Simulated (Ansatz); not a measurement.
Relaxation of BCl₃H₅NO (11 atoms, charge 0, multiplicity 1), to a largest force component of 0.03 eV/Å in at most 50 steps.

Method: Ansatz 0.2.0, RHF/def2-SVP.

```xyz
11
Properties=species:S:1:pos:R:3:forces:R:3
B 0.478 -1.995 -0.621 0.79 0.68 0.41
Cl 1.857 -1.047 0.103 -0.76 -0.69 -0.52
Cl 0.650 -2.625 -2.237 0.00 0.00 0.00
Cl -0.860 -2.445 0.404 0.00 0.00 0.00
H -0.828 0.885 -0.697 0.06 -0.17 -0.10
O -0.826 0.327 -1.475 0.06 0.13 0.32
H 0.598 0.856 1.421 -0.25 0.28 0.06
N -0.150 1.537 1.417 0.13 -0.23 -0.18
H -0.360 0.819 -2.134 0.00 -0.01 -0.01
H 0.242 2.423 1.686 -0.01 0.00 0.01
H -0.802 1.265 2.133 -0.01 0.02 0.01
```

Q: Where does it end, and by what steps?

A: The forces met the threshold. The force dipped under the threshold on the way, but the program's further checks kept it going. After 20 steps the energy has fallen by 0.714 eV; H10 moved furthest, 0.78 Å. Joined: B1–O6 (2.80 → 1.56 Å).

```json
{"step": "0", "energy less start (eV)": "0.0000", "largest force component (eV/Å)": "0.785", "accepted": "yes"}
{"step": "1", "energy less start (eV)": "-0.0722", "largest force component (eV/Å)": "0.773", "accepted": "yes"}
{"step": "2", "energy less start (eV)": "-0.0820", "largest force component (eV/Å)": "1.316", "accepted": "yes"}
{"step": "3", "energy less start (eV)": "-0.1317", "largest force component (eV/Å)": "0.714", "accepted": "yes"}
{"step": "4", "energy less start (eV)": "-0.1963", "largest force component (eV/Å)": "0.438", "accepted": "yes"}
{"step": "5", "energy less start (eV)": "-0.3844", "largest force component (eV/Å)": "1.067", "accepted": "yes"}
{"step": "6", "energy less start (eV)": "-0.5900", "largest force component (eV/Å)": "0.952", "accepted": "yes"}
{"step": "7", "energy less start (eV)": "-0.4349", "largest force component (eV/Å)": "3.465", "accepted": "no"}
{"step": "8", "energy less start (eV)": "-0.6883", "largest force component (eV/Å)": "0.492", "accepted": "yes"}
{"step": "9", "energy less start (eV)": "-0.6936", "largest force component (eV/Å)": "0.384", "accepted": "yes"}
{"step": "10", "energy less start (eV)": "-0.7073", "largest force component (eV/Å)": "0.169", "accepted": "yes"}
{"step": "11", "energy less start (eV)": "-0.7023", "largest force component (eV/Å)": "0.238", "accepted": "no"}
{"step": "12", "energy less start (eV)": "-0.7104", "largest force component (eV/Å)": "0.048", "accepted": "yes"}
{"step": "13", "energy less start (eV)": "-0.7114", "largest force component (eV/Å)": "0.065", "accepted": "yes"}
{"step": "14", "energy less start (eV)": "-0.7119", "largest force component (eV/Å)": "0.158", "accepted": "yes"}
{"step": "15", "energy less start (eV)": "-0.7130", "largest force component (eV/Å)": "0.035", "accepted": "yes"}
{"step": "16", "energy less start (eV)": "-0.7133", "largest force component (eV/Å)": "0.005", "accepted": "yes"}
{"step": "17", "energy less start (eV)": "-0.7130", "largest force component (eV/Å)": "0.150", "accepted": "no"}
{"step": "18", "energy less start (eV)": "-0.7136", "largest force component (eV/Å)": "0.032", "accepted": "yes"}
{"step": "19", "energy less start (eV)": "-0.7136", "largest force component (eV/Å)": "0.065", "accepted": "yes"}
{"step": "20", "energy less start (eV)": "-0.7138", "largest force component (eV/Å)": "0.025", "accepted": "yes"}
```

```xyz
11
Properties=species:S:1:pos:R:3
B 0.183 -1.399 -0.761
Cl 1.915 -1.188 -0.130
Cl 0.121 -2.274 -2.364
Cl -0.948 -2.061 0.523
H -0.307 0.645 -0.250
O -0.342 0.035 -1.055
H 0.743 1.249 1.527
N -0.201 1.381 1.200
H 0.078 0.428 -1.813
H -0.443 2.351 1.320
H -0.798 0.834 1.802
```

Whether the end is a true minimum wasn't checked by a vibrational analysis.

Time of the run: 43 s on 2 threads of AMD EPYC 7B13 (Zen 3), on a shared host, peak memory 0.3 GiB.
